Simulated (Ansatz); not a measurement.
Geometry optimisation, RKS PBE-D4/STO-3G in Ansatz.

The input (input.yaml):

```yaml
crystal:
  periodic: [false, false, false]
  atoms:
    - { symbol: C, position_ang: [-0.3456, -1.5241, -0.01] }
    - { symbol: Si, position_ang: [-0.0526, 0.0615, 0.9738] }
    - { symbol: O, position_ang: [0.3958, -0.3868, 2.5461] }
    - { symbol: F, position_ang: [-1.3754, 1.0105, 1.067] }
    - { symbol: S, position_ang: [1.5381, 1.1915, 0.0435] }
    - { symbol: Al, position_ang: [0.2965, 1.8207, -1.7437] }
    - { symbol: H, position_ang: [0.5643, -2.072, -0.1105] }
    - { symbol: H, position_ang: [-0.7186, -1.1844, -1.0388] }
    - { symbol: H, position_ang: [-1.1647, -2.0667, 0.5352] }
    - { symbol: H, position_ang: [1.2616, -0.9109, 2.4563] }
    - { symbol: H, position_ang: [-0.5952, 3.1353, -1.6714] }
    - { symbol: H, position_ang: [0.2727, 0.8701, -3.0135] }
basis:
  gaussian: { orbitals: STO-3G }
hamiltonian:
  xc: pbe
  dispersion: d4
relax:
  f_tol: 0.015
  max_steps: 40
output:
  orbitals: {}
```

Launched with:

```bash
$ ansatz run input.yaml --threads 1 --pin off --max-ram 2048MiB --backend cpu --events-out ev --progress --plain --runs-dir out
```

Where does it end, and by what steps?

The run converged. The force dipped under the threshold on the way, but the program's further checks kept it going. Limits of this set-up: minimal basis. After 29 steps the energy has fallen by 2.310 eV; H12 moved furthest, 1.29 Å. Joined: Si2–Al6, F4–Al6.

| step | energy less start (eV) | largest force component (eV/Å) | accepted |
| --- | --- | --- | --- |
| 0 | 0.0000 | 2.847 | yes |
| 2 | -0.5244 | 0.419 | yes |
| 4 | -0.5436 | 0.200 | yes |
| 6 | -0.6201 | 0.418 | yes |
| 8 | -0.8568 | 0.672 | yes |
| 10 | -1.7182 | 1.010 | yes |
| 12 | -2.0658 | 0.598 | yes |
| 14 | -2.1776 | 0.851 | yes |
| 16 | -2.2616 | 0.905 | yes |
| 18 | -2.2901 | 0.276 | yes |
| 20 | -2.3087 | 0.096 | yes |
| 22 | -2.3094 | 0.015 | yes |
| 24 | -2.3099 | 0.037 | yes |
| 26 | -2.3102 | 0.048 | yes |
| 28 | -2.3104 | 0.018 | yes |
| 29 | -2.3104 | 0.004 | yes |

```xyz
12
Properties=species:S:1:pos:R:3
C -0.111 -1.846 0.103
Si 0.442 -0.073 0.459
O 0.553 0.196 2.148
F -0.956 0.913 -0.039
S 1.786 0.984 -0.713
Al -0.100 2.017 -1.254
H 0.694 -2.562 0.339
H -0.365 -1.970 -0.964
H -1.000 -2.123 0.696
H 0.080 -0.625 2.561
H -0.260 3.419 -0.714
H -0.686 1.617 -2.589
```

Whether the end is a true minimum wasn't checked by a vibrational analysis.

Time of the run: 100 s on 1 thread of Intel(R) Xeon(R) Platinum 8488C (Sapphire Rapids) (shared host), peak memory 0.24 GiB.
